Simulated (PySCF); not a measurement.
Cl$_{2}$MoO$_{2}$, charge +1, doublet, geometry from GFN2-xTB (such geometries of metal compounds can be far from the true shape) (the multiplicity is a formal guess) (core potentials on Mo). Base run: PySCF with B3LYP/def2-SVP.

The PySCF input:
```python
from pyscf import gto, scf, dft

mol = gto.M(
    atom='''
Mo    0.28291459   -0.05232677    0.09346190
O     1.48040807   -0.59010544   -0.90696182
O     0.77601742    0.17276583    1.65238045
Cl   -0.45390895    1.80444866   -0.66278406
Cl   -1.30690381   -1.47877563    0.08109295
''',
    basis='def2-svp',
    ecp={'Mo': 'def2-svp'},
    charge=1,
    spin=1,
    verbose=4,
)

mf = dft.UKS(mol)
mf.xc = 'b3lyp'
mf.kernel()
mo_i, mo_e, stable_i, stable_e = mf.stability(internal=True, external=False, return_status=True, nroots=6, tol=1e-6)
print('internally stable:', stable_i, ' externally stable:', stable_e)
if not stable_i:
    umf = mf.copy()
    umf.scf_summary = {}
    umf.kernel(umf.make_rdm1(mo_i, mf.mo_occ))
```

The bond that is stretched is that between atoms 5 and 1. A test that says stable can miss a lower solution.

Variants of this job, named by their change:

```
change       ΔE vs base (mEh)  <S^2>                      stability test says        outcome
-----------  ----------------  -----  ---------------------------------------  -------------
base                    0.000  0.791  internally stable (external not tested)      converged
bond × 1.25             2.790  0.754                     internal instability      converged
bond × 1.5             19.536  0.753  internally stable (external not tested)      converged
bond × 1.8             37.809  0.754  internally stable (external not tested)      converged
bond × 2.2             49.980  0.759  internally stable (external not tested)      converged
bond × 3.0                  -      -                                        -  not converged
```

On stretching, the SCF can end on different states; <S^2> shows the spin contamination of each.
